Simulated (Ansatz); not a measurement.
Process, species as SMILES: [SiH2]=C (CH2-SiH2) → [CH]=[SiH2] (CH-SiH2) + H atom
B3LYP-D3(BJ)/def2-TZVP geometries, fixed; electronic energies without zero-point terms.
Largest species:
```xyz
6

C     -1.1498    -0.0548    -0.0450
Si     0.5479     0.0261     0.0215
H     -1.7685     0.8316    -0.0996
H     -1.6839    -0.9961    -0.0356
H      1.3979    -1.1745     0.0958
H      1.2833     1.3023     0.0091
```
Charge 0, spin multiplicity 1.

The bond dissociation energy at MP2 with Ansatz (a first-principles code), in kcal/mol, split into its Hartree-Fock and correlation parts. Cores are frozen. The T1 diagnostic of CCSD is high for at least one species. A restricted Hartree-Fock determinant is unstable towards unrestricted orbitals. An unrestricted Hartree-Fock determinant is markedly spin-contaminated. Open shells are unrestricted. No added dispersion term, no relativity. Functions are those of the species that has most.

```
basis            X  functions  Hartree-Fock     MP2
---------------  -  ---------  ------------  ------
aug-cc-pV(D+d)Z  2         91         84.30  118.55
aug-cc-pV(T+d)Z  3        193         84.86  122.15
aug-cc-pV(Q+d)Z  4        353         84.81  123.33
```

Worked estimate of the basis-set limit from each neighbouring pair, with Hartree-Fock from the larger set and the correlation part extrapolated as X^-3.
Correlation parts: X = 2: 34.25, X = 3: 37.29, X = 4: 38.52.
- (2,3): (27·(37.29) - 8·(34.25))/19 = 38.57; with Hartree-Fock 84.86 the estimate is 123.43 kcal/mol.
- (3,4): (64·(38.52) - 27·(37.29))/37 = 39.42; with Hartree-Fock 84.81 the estimate is 124.23 kcal/mol.
The last two estimates differ by 0.80 kcal/mol; the largest set lies 0.90 from the last. Over the last step Hartree-Fock moves by -0.05 and the correlation part by 1.23.
